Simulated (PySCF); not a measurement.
Task: Write Cartesian coordinates for `CC(C)=C=C(C)Cl` as optimised with PBE0-D3(BJ)/def2-SVP.

Result: 
```
atom  x, y, z in Å
C1    -1.897    0.564   -1.152
C2    -1.174    0.203    0.116
C3    -1.922    0.409    1.404
C4     0.052   -0.273    0.099
C5     1.275   -0.739    0.085
C6     2.540    0.056    0.146
Cl7    1.538   -2.478   -0.015
H8    -2.830   -0.018   -1.238
H9    -2.184    1.629   -1.143
H10   -1.284    0.374   -2.043
H11   -2.225    1.464    1.510
H12   -1.321    0.126    2.278
H13   -2.848   -0.191    1.408
H14    3.157   -0.135   -0.746
H15    3.135   -0.235    1.026
H16    2.316    1.129    0.204
```

Orientation and origin are arbitrary. Atoms count from 1 in this order. The C–C distances run from 1.309 Å (C4=C5, drawn double) to 1.504 Å (C2–C3, drawn single), a spread of 0.195 Å.

Bonds between heavy atoms (Å): C1–C2 1.504, C2–C3 1.504, C2=C4 1.315, C4=C5 1.309, C5–C6 1.495, C5–Cl7 1.762.

Computed, not measured: PBE0-D3(BJ)/def2-SVP geometry optimisation, gas phase in PySCF 2.14.0.

Point group: Cs (every atom within 0.08 Å of its image). Whether it is a minimum is left open (no frequencies).

The run took 36 s of wall time on one thread of an Arm Neoverse V2, shared host, and the process peaked at 0.72 GiB of memory. That covers the optimisation of the geometry.
